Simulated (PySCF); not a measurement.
Dipole response of Sn⁺ (tin, charge +1)

[Kr] 4d10 5s2 5p1, 2P determinant. Calculation: PySCF 2.14, in x2c-QZVPPall with one added diffuse shell each of s, p, d, f type (14s10p8d5f1g, 128 functions); scalar relativity by spin-free X2C-1e. Coupled (time-dependent) response in atomic units; α is the mean over directions.

| method | mean α (bohr³) | α xx, yy, zz | C₆ (like pair) | S(−4) |
| --- | --- | --- | --- | --- |
| UHF | 29.03 | 27.65, 31.80, 27.65 | 231.6 | 278.7 |
| PBE | 27.29 | 25.12, 31.61, 25.12 | 211.6 | 262.1 |

S(−4) is the Cauchy moment in α(ω) = α(0) + S(−4) ω² + …

Spin-orbit coupling is absent.

α(iu) at UHF:

| u (hartree) | α(iu) (bohr³) |
| --- | --- |
| 0 | 29.03 |
| 0.0500 | 28.35 |
| 0.100 | 26.53 |
| 0.200 | 21.29 |
| 0.300 | 16.35 |
| 0.500 | 10.01 |
| 0.750 | 6.298 |
| 1.00 | 4.496 |
| 1.50 | 2.803 |
| 2.00 | 1.990 |
| 3.00 | 1.185 |
| 5.00 | 0.5653 |

For an ion, C₆ is the dispersion term alone; charge-induced terms of lower order in 1/R come first.

The components differ because the open shell of this determinant is not spherical; for a pure term their mean is the scalar polarisability.
